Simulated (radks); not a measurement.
Polarisability of the iron ion Fe7+, [Ar] 3d1, at imaginary frequency. Method: non-relativistic Kohn-Sham, LB94 model potential, spin-polarised, spherical densities, point nucleus; open shells are filled with parallel spins first; computed with a radial shooting solver on a logarithmic mesh with Libxc functionals. Response by self-consistent Sternheimer equations with the Hartree and adiabatic LDA kernel.

w (hartree)  alpha1(iw) (bohr^3)
0.00266                   0.5778
0.0143                    0.5778
0.0360                    0.5777
0.0697                    0.5774
0.118                     0.5768
0.186                     0.5753
0.280                     0.5721
0.413                     0.5656
0.605                     0.5523
0.892                     0.5256
1.35                      0.4731
2.12                      0.3792
3.59                      0.2442
6.94                      0.1104
17.5                     0.02837

Static values: alpha1 = 0.5778 bohr^3 (0.08562 angstrom^3; uncoupled 0.8800). C6 = 0.7762, triple-dipole C9 = 0.3230 atomic units. One-pole (London) frequency 4 C6 / (3 alpha1^2) = 3.100 hartree, against 5.527 for minus the highest occupied eigenvalue.
